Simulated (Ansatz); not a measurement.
One change: `[CH3][Bi]([F])[Cl]` becomes `[CH3][Bi]([Cl])[Cl]`.

Ansatz, PBE0-D4/def2-TZVP geometries, multiplicity 1. 

Elements past krypton have def2 core potentials.

| property | `[CH3][Bi]([F])[Cl]` |
| --- | --- |
| LUMO energy (PBE0/def2-TZVPP) / eV | -1.49 |
| HOMO energy (B3LYP/def2-TZVPP) / eV | -7.57 |
| HOMO energy (ωB97M-V/def2-TZVPP) / eV | -9.87 |
| LUMO energy (B3LYP/def2-TZVPP) / eV | -1.75 |
| HOMO–LUMO gap (PBE0/def2-TZVPP) / eV | 6.29 |
| size of the dipole moment (B3LYP/def2-TZVPP) / D | 4.23 |

Question: What does the change do to each property? (Estimate.)

Answer: The calculation gave: 
| property | `[CH3][Bi]([Cl])[Cl]` | shift |
| --- | --- | --- |
| LUMO energy (PBE0/def2-TZVPP) / eV | -1.80 | -0.31 |
| HOMO energy (B3LYP/def2-TZVPP) / eV | -7.50 | 0.07 |
| HOMO energy (ωB97M-V/def2-TZVPP) / eV | -9.78 | 0.09 |
| LUMO energy (B3LYP/def2-TZVPP) / eV | -2.04 | -0.29 |
| HOMO–LUMO gap (PBE0/def2-TZVPP) / eV | 5.91 | -0.38 |
| size of the dipole moment (B3LYP/def2-TZVPP) / D | 4.03 | -0.20 |

With PBE0 the HOMO rises by 0.06 eV and the LUMO falls by 0.31 eV, so the gap narrows by about 0.37 eV. PBE moves the HOMO by 0.03 eV and ωB97M-V by 0.09 eV. Dipoles are sizes alone; their direction can turn.

B3LYP here is the variant with VWN-RPA as its local correlation; programs differ in this.

Spin–orbit coupling is left out; it splits and shifts lone-pair levels of the heavy atoms by tenths of an eV.
